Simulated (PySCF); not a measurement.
## Static response to an electric field

Species: Cu(PH3)F (singlet state).
Structure used (PBE0-D3(BJ)/def2-SVP), in Å, numbered top down from 1:
```
atom  x, y, z in Å
Cu1    0.0007    0.0062   -1.4830
P2     0.0002   -0.0015    0.6570
H3     0.8019   -0.9456    1.3504
H4    -1.2163   -0.2292    1.3521
H5     0.4131    1.1603    1.3603
F6     0.0004    0.0098   -3.2369
```

Level: CAM-B3LYP/def2-SVPD (PySCF), static field, nuclei fixed, core orbitals frozen in the response. The polarisability tensor in these axes (au):

```
x   41.57  0.00  0.00
y    0.00 41.57 -0.06
z    0.00 -0.06 58.96
```

Q: Diagonalise the tensor; give its mean and Δα, where Δα² is half the sum of the squared differences of the eigenvalues.

A: Principal values 41.57, 41.57 and 58.97 au; mean 47.37 au = 7.02 Å³ = 7.81 × 10⁻⁴⁰ C²·m²/J; Δα = 17.39 au (37 % of the mean).

Q: What is the dipole moment, and where does it point?

A: (0.00, -0.02, 7.67) D, 7.67 D in size, pointing from the negative to the positive side. Measured along this direction, the outermost atoms are F6 at the negative end and H5, H3 and H4 at the positive end.

Q: Form Σ f/ω² (atomic units) for the 15 lowest TDDFT singlets, given as eV and f, and set it beside the mean polarisability, which is this sum over all singlets: 5.21, 0.0439; 5.21, 0.0439; 5.39, 0.0000; 5.46, 0.0004; 5.46, 0.0004; 5.59, 0.0588; 5.78, 0.0000; 5.78, 0.0000; 5.78, 0.0085; 5.78, 0.0084; 5.99, 0.0138; 5.99, 0.0138; 6.34, 0.0000; 6.34, 0.0000; 6.64, 0.0633.

A: They add up to 5.81 au, 12.3 % of the 47.37 au; the largest single term is 1.39 au, from the state at 5.59 eV. Terms in order: 1.20, 1.20, 0.00, 0.01, 0.01, 1.39, 0.00, 0.00, 0.19, 0.19, 0.28, 0.28, 0.00, 0.00, 1.06 au. Higher excitations give the rest. The strengths listed sum to 0.255.

Q: Rayleigh depolarisation ratio (linearly polarised light, static tensor)?

A: ρ = 3Δα²/(45ᾱ² + 4Δα²) = 907.4/(100979 + 1209.9) = 0.00888.

Q: Molar refractivity from α?

A: Lorentz–Lorenz: R = (4π/3)N_A α = 2.5225 cm³/(mol·Å³) × 7.02 Å³ = 17.7 cm³/mol, in the limit of long wavelengths.

Q: How large is μ²/3kT at 298 K beside α?

A: In Gaussian units μ²/3kT = 476.68 Å³ against 7.02 Å³, a ratio of 67.91; the Debye molar polarisation (4π/3)N_A(α + μ²/3kT) is 1220.1 cm³/mol, leaving out the vibrational part.

Q: What would n − 1 = 2πNα be for an ideal gas of these molecules at 400 K and 1 atm, electronic part alone?

A: N = p/kT = 1.8347 × 10¹⁹ cm⁻³, so n − 1 = 2π × N × 7.02 × 10⁻²⁴ cm³ = 809 × 10⁻⁶ at long wavelengths.

Geometry: PBE0-D3(BJ)/def2-SVP; no solvent, vibrations or thermal averaging.
